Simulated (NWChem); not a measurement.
System: C₄H₄F₂; SMILES C=CC=C(F)F

```xyz
10

C      0.1633    -2.7367     0.0000
C     -0.3022    -1.4798     0.0000
C      0.5377    -0.2974     0.0000
C      0.0600     0.9489     0.0000
F      0.7998     2.0286     0.0000
F     -1.2124     1.2648     0.0000
H      1.2364    -2.9504     0.0000
H     -0.5165    -3.5913     0.0000
H     -1.3842    -1.3100     0.0000
H      1.6248    -0.3991     0.0000
```
Atoms are numbered in this order, from 1.

Results from NWChem. Pople sets run with spherical d functions. Geometry: optimised at PBE0/def2-SVP. Vertical excitations in the gas phase; the lowest state need not have the same character in each row.

```
level                      lowest excitation, singlet (eV)  lowest state with f > 0.02, singlet (eV)  orbital gap (eV)
-------------------------  -------------------------------  ----------------------------------------  ----------------
PBE/6-31+G*, full TDDFT                               5.46                                      5.49              3.95
B3LYP/6-31+G*, full TDDFT                             5.72                                      5.72              5.50
PBE0/6-31+G*, full TDDFT                               ___                                       ___               ___
```

**Question.** Fill in the missing entries.

**Answer.** 
- PBE0/6-31+G*, full TDDFT, lowest excitation, singlet (eV): 5.82
- PBE0/6-31+G*, full TDDFT, lowest state with f > 0.02, singlet (eV): 5.82
- PBE0/6-31+G*, full TDDFT, orbital gap (eV): 5.92
